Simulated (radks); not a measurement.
Polarisability of the dysprosium ion Dy+, [Xe] 4f10 6s1, at imaginary frequency. All-electron calculation, scalar-relativistic Kohn-Sham, LB94 model potential, spin-polarised, spherical densities, finite nucleus; open shells are filled with parallel spins first (spin-orbit coupling, left out, can overturn this in heavy ions); Fermi nuclear charge, rms radius 5.2218 fm. Program: a radial shooting solver on a logarithmic mesh with Libxc functionals. Response by self-consistent Sternheimer equations with the Hartree and adiabatic LDA kernel, the relativistic mass of each level held fixed and spin-orbit coupling left out.

| w (hartree) | alpha1(iw) (bohr^3) |
|---|---|
| 0.00266 | 51.63 |
| 0.0143 | 51.25 |
| 0.0360 | 49.27 |
| 0.0697 | 43.90 |
| 0.118 | 34.82 |
| 0.186 | 24.68 |
| 0.280 | 16.52 |
| 0.413 | 11.09 |
| 0.605 | 7.663 |
| 0.892 | 5.314 |
| 1.35 | 3.496 |
| 2.12 | 2.054 |
| 3.59 | 1.024 |
| 6.94 | 0.3988 |
| 17.5 | 0.09383 |

Static values: alpha1 = 51.64 bohr^3 (7.652 angstrom^3; uncoupled 76.68). C6 = 393.0, triple-dipole C9 = 13730 atomic units. One-pole (London) frequency 4 C6 / (3 alpha1^2) = 0.197 hartree, against 0.478 for minus the highest occupied eigenvalue.
